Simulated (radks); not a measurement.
Initial-state core-level shifts of the rhodium ion Rh3+ when its valence configuration changes from [Kr] 4d6. Method: Dirac Kohn-Sham, LDA (Slater exchange, Perdew-Wang correlation), spin-unpolarised, spherical densities, point nucleus; open shells are shared between the two j in proportion to 2j + 1; computed with a radial shooting solver on a logarithmic mesh with Libxc functionals. Shifts are changes of the shell-averaged eigenvalues in eV (positive: less bound).

\begin{tabular}{lrrrr}
valence & 2p & 3d & 4s & 4p \\ \hline
4d5.5 5p0.5 & -3.576 & -3.506 & -3.092 & -2.961 \\
4d5.5 5s0.5 & -2.984 & -2.903 & -2.499 & -2.377 \\
4d4.5 5p1.5 & -10.945 & -10.694 & -9.305 & -8.898 \\
4d5 5s1 & -6.052 & -5.878 & -5.030 & -4.781 \\
4d4.5 5s0.5 5p1 & -10.373 & -10.111 & -8.740 & -8.342 \\
4d4 5s1 5p1 & -13.619 & -13.234 & -11.320 & -10.785 \\
4d4.5 5s1.5 & -9.213 & -8.931 & -7.594 & -7.214 \\
4d4 5s2 & -12.468 & -12.063 & -10.190 & -9.674 \\
4d4 5p2 & -14.749 & -14.385 & -12.429 & -11.875 \\
\end{tabular}
